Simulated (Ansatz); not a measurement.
System: SiHClF, charge 0, doublet. SiHClF (SMILES F[SiH]Cl, doublet).
B3LYP-D3(BJ)/def2-TZVP minimum from Ansatz (a first-principles code):
```
Si
F 1 1.6025
H 1 1.4888 2 107.08
Cl 1 2.0590 3 108.25 2 116.77
```
Charge 0, spin multiplicity 2.

Quantity: atomisation energy (electronic, to ground-state atoms), in kcal/mol. Open shells are spin-unrestricted; no spin-orbit coupling. CBS(X,Y): correlation extrapolated as X^-3, Hartree-Fock from the larger set. A bracket is a step between two methods taken in the basis named. The functionals are non-relativistic, so their misses hold any scalar relativity. 'core' is core correlation in cc-pwCVTZ (1s frozen past Ne), 'X2C' scalar relativity in cc-pVTZ-DK, both at CCSD(T). Where a partner has so few electrons that a lower coupled-cluster level is exact, that level stands in.

CCSD(T)/CBS(cc-pV(T+d)Z,cc-pV(Q+d)Z) + [CCSDT(Q) - CCSD(T)]/cc-pV(D+d)Z + core + X2C (Ansatz) gives 301.9 kcal/mol.

How far off this value is PBE/def2-TZVPD (Ansatz), in which direction, and which of these levels come nearer: r2SCAN/def2-TZVPD, B3LYP/def2-TZVPD, PBE0/def2-TZVPD, wB97M-V/def2-TZVPD, CCSD(T)/CBS(cc-pV(T+d)Z,cc-pV(Q+d)Z) + core + X2C?

PBE gives 303.2 kcal/mol, 1.3 kcal/mol above it. Differences of the others: r2SCAN/def2-TZVPD (Ansatz) 2.8; B3LYP/def2-TZVPD (Ansatz) -7.2; PBE0/def2-TZVPD (Ansatz) -5.2; wB97M-V/def2-TZVPD (Ansatz) -1.6; CCSD(T)/CBS(cc-pV(T+d)Z,cc-pV(Q+d)Z) + core + X2C (Ansatz) -0.4 kcal/mol. Nearer than PBE: CCSD(T)/CBS(cc-pV(T+d)Z,cc-pV(Q+d)Z) + core + X2C.
